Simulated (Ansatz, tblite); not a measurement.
Forces on Zn12O12H32 at its PBE-D4/def2-SVP geometry. Total charge 0; singlet.

The xTB rows come from tblite. Single mean-field runs in def2-SVP are fitted with def2-universal-jkfit. In the singlet geometry the species has come apart into loosely held pieces. In the singlet, H36 and H55 lie 0.78 Å apart, H26 and H42 lie 0.78 Å apart (atoms count from 1), so H2 has formed as a molecule.

GFN1-xTB (tblite), largest force 2.36 eV/Å:

```xyz
56
positions Å, forces eV/Å
O    -0.188   -1.684   -3.330    0.093   -0.539   -1.211
O     2.111    2.368   -1.368    0.386    1.570   -0.035
O     0.729    3.603    0.254   -0.952    0.753    0.154
O    -2.942   -0.906   -1.758   -1.389   -0.283   -0.678
O    -1.503    2.196    0.716   -0.482    1.392    0.740
O    -0.519    0.850   -1.755    0.239    0.471   -0.479
O     1.415   -1.752   -0.848    2.251   -0.349    0.618
O     1.490    0.487    0.922   -0.295   -0.246   -0.367
O    -1.446   -0.926    0.817   -0.185   -0.231    0.666
O    -1.057   -3.383   -0.871   -0.272   -1.301   -0.158
O     0.009    1.075    4.114   -0.225    1.234    0.247
O     0.487   -1.181    3.313   -0.087    0.282    1.722
Zn    0.764    1.689   -2.928   -0.451   -0.082   -0.201
Zn   -1.527   -0.248   -3.204   -0.030    0.245   -0.025
Zn    0.422   -3.205   -2.199    0.018   -0.307   -0.168
Zn   -1.568    2.521   -1.349    0.275    0.125   -0.306
Zn    3.128    0.874   -0.182    0.159   -0.440   -0.095
Zn    2.621    1.601    2.261   -0.072    0.429    0.326
Zn   -3.362    0.719   -0.721    0.006    0.019    0.061
Zn   -2.590   -2.318   -0.228   -0.105    0.079    0.182
Zn   -2.364    0.613    1.714    0.226   -0.207    0.217
Zn    0.063   -0.158   -0.174   -0.300    0.533    0.355
Zn    2.243   -0.982    2.098    0.277   -0.329   -0.360
Zn   -1.255   -2.032    2.399   -0.491   -0.011   -0.224
H    -0.047   -1.918   -4.265   -0.132    0.167    0.675
H     1.599   -0.537   -3.377    0.311    0.072   -0.043
H     2.734    3.011   -1.761   -0.651   -0.470    0.520
H     1.525    2.918   -0.610    0.650   -0.979   -0.865
H     0.105    2.933    0.674    0.275   -0.084   -0.353
H     0.109    4.039   -0.392    0.639   -0.506    0.610
H    -3.716   -1.223   -2.265    0.727    0.185    0.399
H    -1.963    2.960    1.122    0.475   -0.631   -0.286
H     2.217   -1.237   -1.171   -1.386   -0.631    0.456
H     1.776   -2.097    0.044   -0.853    0.633   -1.432
H    -1.278   -4.329   -0.798    0.142    0.712   -0.078
H    -0.099   -3.617    0.994    0.176   -0.120    0.214
H     0.676    1.723    3.712   -0.696   -0.689    0.140
H    -0.888    1.239    3.708    0.833   -0.172    0.161
H     0.285   -0.127    3.704    0.329   -1.516   -0.813
H     0.653   -1.727    4.108   -0.156    0.646   -0.665
H     1.143    2.336   -4.275   -0.058   -0.023    0.173
H     2.255   -0.114   -3.343   -0.036   -0.168   -0.122
H    -2.251    0.485   -4.390    0.163   -0.239    0.053
H     1.298   -4.397   -2.708   -0.232    0.335    0.144
H    -0.992    3.947   -1.762   -0.256   -0.050   -0.069
H     3.824    1.909    1.020    0.311    0.195   -0.020
H     3.620   -0.251   -1.192    0.323    0.430    0.225
H     1.836    2.619    3.202    0.335    0.003   -0.173
H    -3.252    2.094   -1.627   -0.262   -0.035    0.064
H    -3.931    0.607    0.806   -0.211    0.071   -0.209
H    -3.941   -2.865    0.353    0.236   -0.073   -0.145
H    -2.406    0.802    3.288   -0.210    0.067   -0.203
H     2.452   -2.392    1.378    0.318    0.158    0.570
H     3.173    0.068    3.048    0.247   -0.112    0.317
H     0.260   -3.681    1.684   -0.028   -0.156   -0.124
H    -1.937   -2.998    3.397    0.083    0.170   -0.101
```

GFN2-xTB (tblite), largest force 1.39 eV/Å:

```
O -0.070 -0.255 -0.862
O 0.493 0.489 -0.523
O -1.177 0.045 0.000
O -0.884 -0.190 -0.468
O -0.480 0.690 0.505
O 0.179 0.364 -0.074
O 1.116 0.123 0.461
O -0.548 -0.230 -0.388
O 0.011 0.106 0.396
O -0.349 -0.836 -0.070
O -0.296 0.894 -0.367
O 0.036 -0.682 0.602
Zn -0.149 0.134 -0.768
Zn -0.078 0.492 -0.303
Zn 0.214 -0.484 -0.214
Zn 0.180 0.106 -0.619
Zn 0.530 -0.518 0.025
Zn -0.046 0.661 0.354
Zn 0.051 0.241 0.282
Zn -0.315 -0.097 0.434
Zn -0.010 -0.473 0.395
Zn -0.444 0.184 0.118
Zn 0.723 -0.149 -0.168
Zn -0.667 -0.486 0.208
H -0.092 0.074 0.569
H -0.587 -0.574 -0.162
H -0.234 -0.110 0.293
H 0.307 -0.132 -0.093
H 0.612 0.371 -0.078
H 0.877 0.026 0.775
H 0.339 0.079 0.192
H 0.305 -0.229 -0.114
H -0.947 -0.721 0.006
H -0.637 0.071 -1.237
H 0.157 0.568 -0.118
H -0.316 -0.117 -0.768
H -0.823 -0.644 0.489
H 1.033 0.062 0.542
H 0.106 -0.146 0.041
H -0.003 0.345 -0.204
H -0.295 -0.301 0.745
H 0.808 0.461 0.017
H 0.485 -0.519 0.692
H -0.538 0.797 0.356
H -0.596 -0.684 0.003
H -0.069 -0.146 -0.168
H 0.145 0.761 0.540
H 0.685 -0.189 -0.604
H -0.120 -0.317 0.314
H 0.038 0.125 -0.585
H 0.861 0.275 -0.394
H -0.374 -0.063 -0.960
H 0.261 0.547 0.824
H -0.167 -0.288 -0.092
H 0.450 -0.127 0.786
H 0.310 0.615 -0.563
```

r2SCAN-D4/def2-SVP (Ansatz), largest force 0.51 eV/Å:

```
O -0.078 -0.092 -0.179
O 0.056 0.212 -0.018
O -0.455 -0.168 -0.146
O -0.195 0.026 -0.051
O -0.290 0.111 0.007
O 0.025 0.116 -0.065
O 0.247 0.092 0.116
O 0.197 -0.084 -0.008
O -0.014 0.004 0.130
O -0.110 -0.168 -0.072
O -0.064 0.146 -0.342
O 0.008 -0.070 0.196
Zn -0.044 -0.063 0.137
Zn 0.085 -0.029 0.156
Zn -0.082 0.104 0.059
Zn 0.120 -0.115 0.068
Zn -0.194 0.026 0.070
Zn -0.125 -0.080 -0.090
Zn 0.114 -0.103 -0.041
Zn 0.153 0.090 -0.030
Zn 0.112 -0.045 -0.088
Zn -0.029 0.042 0.031
Zn -0.138 0.143 -0.070
Zn 0.053 0.094 -0.106
H -0.048 0.081 0.335
H 0.281 0.201 0.037
H -0.232 -0.234 0.142
H 0.093 -0.101 -0.097
H 0.271 0.236 -0.146
H 0.251 -0.152 0.258
H 0.284 0.099 0.174
H 0.185 -0.280 -0.138
H -0.292 -0.193 0.105
H -0.121 0.082 -0.268
H 0.086 0.354 -0.032
H 0.144 0.003 0.313
H -0.206 -0.195 0.128
H 0.331 -0.048 0.162
H 0.019 -0.075 -0.037
H -0.068 0.203 -0.285
H -0.040 -0.058 0.126
H -0.292 -0.156 -0.004
H 0.071 -0.065 0.106
H -0.086 0.114 0.048
H -0.049 -0.151 0.023
H -0.098 -0.082 -0.020
H -0.031 0.115 0.100
H 0.069 -0.090 -0.080
H 0.068 -0.095 0.095
H 0.112 0.012 -0.092
H 0.129 0.048 -0.057
H 0.007 -0.034 -0.146
H 0.008 0.133 0.061
H -0.090 -0.012 -0.096
H -0.175 0.051 -0.278
H 0.065 0.101 -0.102
```
